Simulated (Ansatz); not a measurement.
Stepwise reaction of `[NH2][Ga]([NH2])[OH]` with hydrogen, as a gas-phase model of exchange steps in deposition or etching. ΔE in kJ/mol; ΔG adds harmonic PBE0-D4 terms to CCSD(T)/CBS, at 1 bar.

Computed with Ansatz on PBE0-D4/def2-TZVP structures; ΔE is electronic, products minus reactants. CBS: MP2 limit from def2 TZ/QZ plus the TZ coupled-cluster correction, frozen cores. This one scheme is used for every species. Functionals use def2-TZVPP. B3LYP here is the variant with VWN-RPA as its local correlation; programs differ in this. For Ga outer-core shells are correlated without core-valence functions, which leaves a few kJ/mol of doubt a bond. Scalar relativity is left out up to krypton. Each species was taken in one conformer, which may not be the lowest.

```csv
step,reaction,PBE-D4,B3LYP-D4,ωB97M-V,CCSD(T)/CBS,ΔG(500 K)
1,`[NH2][Ga]([NH2])[OH]` + H₂ → `[NH2][GaH][OH]` + NH₃,2.3,4.3,3.1,11.3,12.3
2,`[NH2][GaH][OH]` + H₂ → `[OH][GaH2]` + NH₃,18.7,20.2,19.2,27.7,30.7
```

By hand: ΔE of the 2 steps together at CCSD(T)/CBS.

(11.3) + (27.7) = 39.0 kJ/mol, or 19.5 kJ/mol a step.

In ΔE each step is higher than the one before. All are uphill at CCSD(T)/CBS. ΔG lies between 12.3 and 30.7 kJ/mol a step. PBE-D4 differs from CCSD(T)/CBS by -9.0 to -9.0 kJ/mol a step. Isolated molecules leave out the surface, adducts and barriers. Largest T1 diagnostic: 0.015.
